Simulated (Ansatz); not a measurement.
Consider the redistribution: `[F][W](=[S])(=[S])[Cl]` + `[O]=[Nb]([OH])([OH])[Cl]` → `[OH][W]([F])(=[S])=[S]` + `[O]=[Nb]([OH])([Cl])[Cl]`.

Program: Ansatz. Geometries: PBE0-D4/def2-TZVP. ΔE: electronic, gas phase. CCSD(T)/CBS adds triple-zeta CCSD(T) − MP2 to the extrapolated MP2 energy (def2 sets, frozen cores). Functionals use def2-TZVPP. Elements past krypton have def2 core potentials. For Nb, W outer-core shells are correlated without core-valence functions, which leaves a few kJ/mol of doubt a bond. One conformer a species, not always the lowest.

```csv
level,ΔE (kcal/mol)
revPBE-D4,-0.7
ωB97M-V,-0.9
revPBE,-0.9
CAM-B3LYP,-1.1
```

(1) What does CCSD(T)/CBS give? (Best estimate.)

Largest T1 diagnostic among the species: 0.022, so the coupled-cluster value is less sure than usual.

Answers

(1) Computed: -0.2 kcal/mol. The listed levels differ from it by -0.5, -0.7, -0.7, -0.9 kcal/mol.

Leaving LDA and LC-ωPBE aside and taking each functional with its dispersion term where it has one, the values, not all of them listed here, spread over 1.9 kcal/mol, from B97M-V to B2PLYP. In def2-TZVPP, CCSD(T) changes the Hartree–Fock value by +1.6 kcal/mol (the triples alone add +0.2 kcal/mol) and MP2 by +3.9 kcal/mol.
